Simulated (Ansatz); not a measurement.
CH5Cl2GaO (`[CH3][Ga-]([OH2+])([Cl])[Cl]`), relaxed with RKS PBE-D4/def2-SVP in Ansatz from a rough embedded geometry. The force threshold is 0.03 eV/Å; the program also tests the step.

Total charge 0; spin multiplicity 1.

Start:

```xyz
10

C     0.497    0.821   -1.166
Ga   -0.396    0.137    0.453
O     0.528   -1.297    1.024
Cl   -0.381    1.650    2.065
Cl   -2.482   -0.435    0.039
H     0.427    0.044   -1.994
H     1.498    1.116   -0.975
H    -0.135    1.695   -1.539
H     0.010   -1.713    1.777
H     0.435   -2.017    0.316
```

**Question.** How much energy does the relaxation release, and in how many steps? (Estimate.)

**Answer.** Computed: 109.25 kJ/mol, in 9 steps.

**Question.** Which bonds change most? (Best estimate.)

**Answer.** Ansatz gave: Ga2–O3 from 1.799 to 2.141 Å; C1–H7 from 1.060 to 1.107 Å; C1–H8 from 1.141 to 1.108 Å; C1–H6 from 1.138 to 1.107 Å.

**Question.** Give the relaxed structure. (An estimate is asked.)

**Answer.** Computed: 
```xyz
10

C     0.509    0.973   -1.313
Ga   -0.484    0.261    0.213
O     0.442   -1.529    0.937
Cl   -0.328    1.155    2.229
Cl   -2.390   -0.830   -0.040
H     0.530    0.227   -2.131
H     1.543    1.223   -1.008
H     0.012    1.892   -1.680
H     0.523   -1.262    1.882
H    -0.356   -2.108    0.912
```
